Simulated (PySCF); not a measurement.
## Gas-phase XPS of PhCH2CH2F, computed

PhCH2CH2F, C₈H₉F.
Atom-mapped SMILES: `[F:1][CH2:2][CH2:3][c:4]1[cH:5][cH:6][cH:7][cH:8][cH:9]1`

Computed, not measured: delta-SCF UKS SCAN, pcX-2 on the ionised atom, pcseg-1 elsewhere, spin-free X2C in PySCF. Binding energies are ΔSCF values: E(core-ionised, relaxed orbitals) − E(ground state) at a fixed geometry, referred to the vacuum level.

Q: What binding energy does each computed site have?

A: 
```json
{"atom(s)": "F1", "environment": "alkyl fluorine", "level": "F 1s", "binding energy (eV)": "692.27", "above the level's lowest (eV)": "0.00", "count": "1"}
{"atom(s)": "C2", "environment": "sp3 C–F carbon", "level": "C 1s", "binding energy (eV)": "292.90", "above the level's lowest (eV)": "+2.65", "count": "1"}
{"atom(s)": "C3", "environment": "benzylic-type carbon", "level": "C 1s", "binding energy (eV)": "290.89", "above the level's lowest (eV)": "+0.64", "count": "1"}
{"atom(s)": "C4", "environment": "substituted aromatic carbon", "level": "C 1s", "binding energy (eV)": "290.49", "above the level's lowest (eV)": "+0.24", "count": "1"}
{"atom(s)": "C5/C9", "environment": "aromatic CH carbon", "level": "C 1s", "binding energy (eV)": "290.25", "above the level's lowest (eV)": "0.00", "count": "2"}
{"atom(s)": "C6/C8", "environment": "aromatic CH carbon", "level": "C 1s", "binding energy (eV)": "290.32", "above the level's lowest (eV)": "+0.07", "count": "2"}
{"atom(s)": "C7", "environment": "aromatic CH carbon", "level": "C 1s", "binding energy (eV)": "290.25", "above the level's lowest (eV)": "0.00", "count": "1"}
```

Lowest listed C 1s: C5/C9, bonded to 2 C (aromatic in the SMILES) and H. Highest, 2.65 eV above it: C2, bonded to F, C and 2 H. Summing the Pauling electronegativity differences to the bonded atoms, each weighted by its formal bond order, gives -0.35 for the lowest site and +0.73 for the highest; no listed site has a larger sum than the highest. The smallest sum, -0.70, belongs to C3, 0.64 eV above the lowest. The values 290.25 and 290.25 eV lie too close for their order to be trusted.

Q: Which effective nuclear charge Zeff reproduces each element's mean 1s value in the hydrogen-like formula E = 13.606 eV × Zeff²?

A: C (Z = 6): mean 290.7 eV, Zeff = 4.62, Z − Zeff = 1.38; F (Z = 9): mean 692.3 eV, Zeff = 7.13, Z − Zeff = 1.87. Means run over the listed sites, weighted by atom count.

Q: Express the binding energy of C 1s of C6/C8 in atomic units and per mole.

A: 290.32 eV = 10.6691 Eh = 28012 kJ/mol.

Topologically equivalent atoms share the value of their first member; where this conformer doesn't relate them by symmetry, their own values could differ. One conformer (not necessarily the lowest) at the PBE0-D3(BJ)/def2-SVP geometry, without solvent, vibrations or thermal averaging.

The values belong to the conformer `[F:1][CH2:2][CH2:3][c:4]1[cH:5][cH:6][cH:7][cH:8][cH:9]1`: F1–C2–C3–C4 -179°, C2–C3–C4–C5 87°.
